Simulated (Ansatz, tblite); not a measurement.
Forces on Mg₄O₄⁻ at its PBE0-D4/def2-SVPD geometry. The state is a doublet with charge -1.

The xTB rows come from tblite. At PBE-D4/def2-TZVPD the highest occupied level of the charge -1 doublet lies above zero (up to 0.46 eV). It is a level of α spin, whose loss leaves a singlet; that state wasn't run at this geometry and level. The electron is either unbound and held by the finite basis, or the level is raised by self-interaction error. Another isomer (doublet) lies 0.29 eV lower at r2SCAN-D4/def2-TZVPD; other spin states weren't run for this one.

GFN1-xTB (tblite), largest force 0.34 eV/Å:

```xyz
8
positions Å, forces eV/Å
Mg    0.869    1.030    1.597   -0.010   -0.011   -0.017
Mg   -0.736   -1.437    1.327    0.007    0.016   -0.014
Mg   -0.868   -1.030   -1.598    0.009    0.011    0.017
Mg    0.737    1.437   -1.327   -0.008   -0.015    0.014
O     1.407    2.163    0.237   -0.186   -0.287   -0.031
O    -1.407   -2.163   -0.237    0.187    0.286    0.031
O    -0.116    0.357   -2.564    0.016   -0.048    0.340
O     0.116   -0.356    2.564   -0.015    0.047   -0.340
```

GFN2-xTB (tblite), largest force 1.23 eV/Å:

```
Mg -0.159 -0.187 -0.291
Mg 0.133 0.262 -0.241
Mg 0.157 0.188 0.291
Mg -0.135 -0.261 0.242
O -0.666 -1.026 -0.112
O 0.668 1.025 0.112
O 0.056 -0.170 1.215
O -0.054 0.169 -1.215
```

PBE-D4/def2-TZVPD (Ansatz), largest force 0.12 eV/Å:

```
Mg 0.047 0.057 0.088
Mg -0.041 -0.079 0.073
Mg -0.048 -0.057 -0.088
Mg 0.040 0.079 -0.073
O 0.051 0.078 0.009
O -0.050 -0.078 -0.009
O -0.004 0.012 -0.092
O 0.005 -0.013 0.092
```
